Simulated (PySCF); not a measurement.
CH5BrSi. Atoms are numbered in the order given.

```xyz
8

Si     0.6551     1.0262     0.0000
C     -0.7796     2.2208     0.0000
Br    -0.1222    -1.0705     0.0000
H      1.5017     1.1850    -1.2169
H      1.5017     1.1850     1.2169
H     -1.4060     2.0746     0.8925
H     -0.4076     3.2580     0.0000
H     -1.4060     2.0746    -0.8925
```
Charge 0, spin multiplicity 1.

Geometry: PBE0-D3(BJ)/def2-SVP.

All values below come from PySCF with PBE0/pcSseg-1.

GIAO shieldings, no solvent; atoms alike by connectivity are averaged. δ = σ(ref) − σ: ²⁹Si against TMS (σ = 352.7 ppm); ¹³C against TMS (σ = 186.3 ppm); ¹H against TMS (σ = 31.56 ppm), references at their B3LYP-D3(BJ)/def2-TZVP geometries, non-relativistic (without spin–orbit terms, shifts of atoms bonded to Cl or Br come out too high).

| atoms | nucleus | count | δ (ppm) |
|---|---|---|---|
| Si1 | ²⁹Si | 1 | -4.1 |
| C2 | ¹³C | 1 | ___ |
| H4, H5 | ¹H | 2 | 5.50 |
| H6, H7, H8 | ¹H | 3 | ___ |

Q: What belongs in the gaps? (An estimate is asked for; the answer gives what the named calculation found.)

A: 
- C2, δ (ppm): 2.9
- H6, H7, H8, δ (ppm): 0.88
